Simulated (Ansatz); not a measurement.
`[CH3][GeH2][I]` + H₂Se → `[CH3][GeH2][SeH]` + HI at 400 K and 1 bar (ligand exchange at a Ge–I bond).

Isolated molecules relaxed with PBE0-D4/def2-TZVP in Ansatz; ΔE leaves out vibrations. CCSD(T)/CBS is the MP2 limit (def2-TZVPP, def2-QZVPP) plus CCSD(T) − MP2 in def2-TZVPP, frozen cores. def2 core potentials past Kr. For Ge, I, Se outer-core shells are correlated without core-valence functions, which leaves a few kJ/mol of doubt a bond. Scalar relativity is left out up to krypton. One conformer a species, not always the lowest.

```
           species  CCSD(T)/CBS energy (Eh)  H − E (kJ/mol)  S (J/(mol·K))
  `[CH3][GeH2][I]`              -2414.65603           165.8          358.9
              H₂Se              -2401.89790            49.4          229.5
`[CH3][GeH2][SeH]`              -4518.50643           188.4          370.4
                HI               -298.03592            25.7          215.0
```

H − E and S are ideal-gas, rigid-rotor, harmonic terms from PBE0-D4/def2-TZVP, for one conformer and one mirror image of each species. 1 Eh = 2625.50 kJ/mol, R = 8.31446 J/(mol·K).

Problem. By hand: ΔE, ΔH, ΔS and ΔG.

Solution. ΔE = (-4518.50643) + (-298.03592) − (-2414.65603) − (-2401.89790) = 0.01158 Eh = 30.4 kJ/mol. Δ(H − E) = 188.4 + 25.7 − 165.8 − 49.4 = -1.1, so ΔH = 29.3 kJ/mol. ΔS = 370.4 + 215.0 − 358.9 − 229.5 = -3.0 J/(mol·K). ΔG = 29.3 − 400 × (-3.0)/1000 = 30.5 kJ/mol.

Problem. By hand: the equilibrium constant, and the temperature at which ΔG would vanish if ΔH and ΔS stayed fixed.

Solution. log₁₀ K = −ΔG/(RT ln 10) = -4.0. ΔH and −TΔS have one sign here, so there is no such temperature. One of them is within its doubt of zero, so this could turn.

The number of gas molecules stays the same, so ΔS is small and ΔH decides. A doubt of 5 kJ/mol in ΔE shifts log₁₀ K by 0.7 here. Other conformers and mirror images would add mixing entropy, several J/(mol·K) or more a flexible species. These are equilibria of isolated gas molecules and say nothing of rates. Largest T1 diagnostic: 0.010 (customary marks: 0.02 for closed shells, 0.045 for open ones).
